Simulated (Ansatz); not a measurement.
C3H3 (SMILES [C]#CC) moved off its minimum; all values from Ansatz (a program for electronic structure), cores frozen in correlated methods. Open shells are unrestricted.
(charge 0, multiplicity 2)
```xyz
6

C      1.46659     0.03818     0.09879
C      0.35216     0.08791    -0.11622
C     -1.08818     0.05055     0.07857
H     -1.45734    -0.72649    -0.78953
H     -1.38861    -0.25658     0.98076
H     -1.59373     0.98957    -0.25489
```

Forces at B3LYP/def2-TZVPP (eV/Å):

```csv
atom,Fx,Fy,Fz
C1,9.245,-0.300,1.218
C2,-8.922,0.474,-0.356
C3,-0.217,-0.010,-7.096
H4,0.448,1.503,2.268
H5,-1.032,-1.143,3.365
H6,0.478,-0.524,0.601
```

Problem. Give the forces (eV/Å), the total energy and the dipole at CCSD(T)/cc-pVTZ.

Solution. 
```
atom      Fx      Fy      Fz
----  ------  ------  ------
C1    10.270  -0.362   1.389
C2    -9.609   0.567  -0.545
C3    -0.612  -0.058  -7.155
H4     0.466   1.529   2.291
H5    -1.018  -1.157   3.429
H6     0.503  -0.519   0.591
```
Energy -115.6815 hartree, dipole 1.32 D.

Doubts at one or more of the structures used: a spin-contaminated determinant (CCSD(T)/cc-pVTZ).
